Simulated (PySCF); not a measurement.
C4H7BN2, SMILES N1=CB(C)C=NC1. Heavy atoms are numbered as in [CH3:1][B:2]1[CH:3]=[N:4][CH2:5][N:6]=[CH:7]1. Hydrogens are named by the atom that carries them.

Coordinates come from a PBE0-D3(BJ)/def2-SVP optimisation. The structure was generated by enumeration, and PubChem lists no compound with its InChIKey, so it may never have been made. Other conformers were not sampled.

Level of theory: PBE/pcSseg-1 (PySCF).

GIAO shieldings, no solvent; atoms alike by connectivity are averaged. δ = σ(ref) − σ: ¹³C against TMS (σ = 182.0 ppm); ¹¹B against BF3 (σ = 83.9 ppm); ¹⁵N against NH3 (σ = 267.0 ppm); ¹H against TMS (σ = 31.49 ppm), references at their B3LYP-D3(BJ)/def2-TZVP geometries, non-relativistic.

```json
[
 {"atoms": "C3 (CH)", "nucleus": "¹³C", "count": "2", "δ (ppm)": "190.7"},
 {"atoms": "C5 (CH2)", "nucleus": "¹³C", "count": "1", "δ (ppm)": "(withheld)"},
 {"atoms": "C1 (CH3)", "nucleus": "¹³C", "count": "1", "δ (ppm)": "(withheld)"},
 {"atoms": "B2", "nucleus": "¹¹B", "count": "1", "δ (ppm)": "(withheld)"},
 {"atoms": "N4", "nucleus": "¹⁵N", "count": "2", "δ (ppm)": "506.5"},
 {"atoms": "H on C3", "nucleus": "¹H", "count": "2", "δ (ppm)": "10.28"},
 {"atoms": "H on C5", "nucleus": "¹H", "count": "2", "δ (ppm)": "(withheld)"},
 {"atoms": "H on C1", "nucleus": "¹H", "count": "3", "δ (ppm)": "1.30"}
]
```

Question: What belongs in the gaps? (The exact figures need the calculation; the answer reports its results.)

Answer: 
- B2, δ (ppm): 19.1
- C5 (CH2), δ (ppm): 92.6
- C1 (CH3), δ (ppm): 11.6
- H on C5, δ (ppm): 7.23
